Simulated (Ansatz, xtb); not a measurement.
## C2H7ClSi: which of two isomers lies lower

Structure X is `CC[SiH2]Cl`, a singlet and structure Y is `[SiH3]CCCl`, a singlet. Both are isolated molecules in the gas phase, relaxed with r2SCAN-D4/def2-SVP; the shapes shown needn't be the lowest conformers.

X (Å):

```xyz
11

C    -0.4372   -0.0369    1.5094
C    -0.7718    0.2335    0.0386
Cl   -1.3600   -0.8411   -2.9552
Si   -0.9013   -1.3315   -0.9852
H     0.5272   -0.5596    1.6188
H    -1.2060   -0.6605    1.9944
H    -0.3671    0.9002    2.0842
H    -1.7272    0.7802   -0.0541
H    -0.0075    0.8815   -0.4268
H     0.3896   -2.0791   -0.9864
H    -1.9820   -2.2210   -0.4695
```

Y (Å):

```xyz
11

C     0.0360   -1.4745    0.9261
C     0.0680   -1.2006   -0.5622
Cl   -0.6874   -2.5466   -1.5130
Si    0.8157   -0.0952    1.9659
H     2.2500    0.0922    1.5888
H     0.7336   -0.4560    3.4118
H     0.0952    1.1951    1.7416
H    -1.0068   -1.6158    1.2602
H     0.5649   -2.4183    1.1463
H    -0.4913   -0.2915   -0.8283
H     1.0952   -1.1006   -0.9432
```

Quicker runs give these differences E(Y) − E(X): GFN2-xTB +30.3 kcal/mol; HF/STO-3G +38.1 kcal/mol (at GFN2-xTB geometries); r2SCAN-D4/def2-SVP//GFN2-xTB +36.2 kcal/mol.

**Question.** Estimate E(Y) − E(X) at the level CCSD(T)/def2-SVP + ΔMP2/def2-TZVPP.

**Answer.** Calculated at CCSD(T)/def2-SVP + ΔMP2/def2-TZVPP: E(Y) − E(X) = +37.0 kcal/mol, so structure X lies lower.

How the difference moves with the method:

```
                             level            geometry  E(Y) − E(X) (kcal/mol)  departure from the last row (kcal/mol)  job, with rough time for the two
                          GFN2-xTB            GFN2-xTB                     +30.3                                    −6.7                 optimisation, 1 s
                         HF/STO-3G            GFN2-xTB                     +38.1                                    +1.1               single point, 2.2 s
      r2SCAN-D4/def2-SVP//GFN2-xTB            GFN2-xTB                     +36.2                                    −0.8                single point, 13 s
                r2SCAN-D4/def2-SVP  r2SCAN-D4/def2-SVP                     +37.1                                    +0.1                optimisation, 92 s
                       HF/def2-SVP  r2SCAN-D4/def2-SVP                     +39.1                                    +2.1           part of the CCSD(T) run
                      MP2/def2-SVP  r2SCAN-D4/def2-SVP                     +37.6                                    +0.6           part of the CCSD(T) run
                  CCSD(T)/def2-SVP  r2SCAN-D4/def2-SVP                     +36.1                                    −0.9                      single point
CCSD(T)/def2-SVP + ΔMP2/def2-TZVPP  r2SCAN-D4/def2-SVP                     +37.0                                                        single point, 74 s
```

As drawn, Y has 1 C–Cl, 1 Si–H in place of 1 Cl–Si, 1 C–H.

None of the levels shown reverses the order. The largest departure from CCSD(T)/def2-SVP + ΔMP2/def2-TZVPP is that of GFN2-xTB, 6.7 kcal/mol. The last row adds to CCSD(T) the change of the MP2 difference between the two basis sets, here +0.9 kcal/mol.

With harmonic frequencies from r2SCAN-D4/def2-SVP (ideal gas, rigid rotor, one conformer each, 298.15 K, 1 atm): the zero-point term adds −1.7 kcal/mol; ΔH is +35.3 and ΔG +35.4 kcal/mol.

The correlated steps freeze 12 core orbitals. Run with Ansatz 0.2.0, xtb 6.7.1; the last row on 2 threads of AMD EPYC (Zen 3) on a shared host.
